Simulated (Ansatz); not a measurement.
The same path of a periodic cell of 15 atoms, TiW$_{14}$ (host W, host structure bcc, dopant Ti, one W atom removed) was run twice with different band settings. Lost on the way: W1–Ti5, W2–Ti5, Ti5–W6, Ti5–W7. Made: Ti5–W12, Ti5–W13, Ti5–W14, Ti5–W15.

Computed with DFT PBE, scalar-relativistic, plane waves, PAW in Ansatz. Settings: PAW set soft_1, cutoff 420 eV, k mesh 3x3x3, gaussian smearing 0.05 eV, no spin polarisation.

Relaxed end points:

```xyz
15
Lattice="6.3200 0.0000 0.0000 0.0000 6.3200 0.0000 0.0000 0.0000 6.3200" Properties=species:S:1:pos:R:3
W 0.010 0.002 0.017
W 3.178 -0.014 0.001
W -0.005 3.169 -0.006
W -0.005 -0.022 3.184
Ti 1.539 1.626 1.641
W 3.163 3.155 0.017
W 3.163 0.002 3.170
W 4.758 1.585 1.600
W 1.579 4.726 1.600
W 1.579 1.585 4.741
W 3.186 3.169 3.184
W 4.776 4.709 1.620
W 4.776 1.605 4.724
W 1.559 4.709 4.724
W 4.753 4.731 4.746
```

```xyz
15
Lattice="6.3200 0.0000 0.0000 0.0000 6.3200 0.0000 0.0000 0.0000 6.3200" Properties=species:S:1:pos:R:3
W 0.026 0.029 0.029
W 3.152 0.008 0.008
W 0.007 3.153 0.013
W 0.007 0.013 3.153
Ti 0.047 3.113 3.113
W 3.131 3.134 0.029
W 3.131 0.029 3.134
W 4.720 1.569 1.569
W 1.591 4.760 1.569
W 1.591 1.569 4.760
W 3.147 3.153 3.153
W 4.744 4.736 1.583
W 4.744 1.583 4.736
W 1.577 4.736 4.736
W 4.727 4.753 4.753
```

Common settings: spring 5.0 eV/Å²; optimiser quadratic models (default); force threshold 0.05 eV/Å; end points relaxed.

| run | movable images | climbing image | start path | iteration limit |
| --- | --- | --- | --- | --- |
| 1 | 5 | yes | IDPP | 49 |
| 2 | 2 | no | default | 50 |

Task: What does each run give, and how far can it be trusted?

Result: Run 1: converged after 5 iterations, highest image 1.015 eV above the first end. By the program's own check the climbing image is a first-order saddle point (lowest curvatures found: -1.94 and 7.65 eV/Å²).
Run 2: converged after 5 iterations, highest image 0.828 eV above the first end. No image climbed, so the highest image needn't sit at the top of the path.
Limits of this set-up: coarse k mesh, a small cell, in which the defect meets its images.
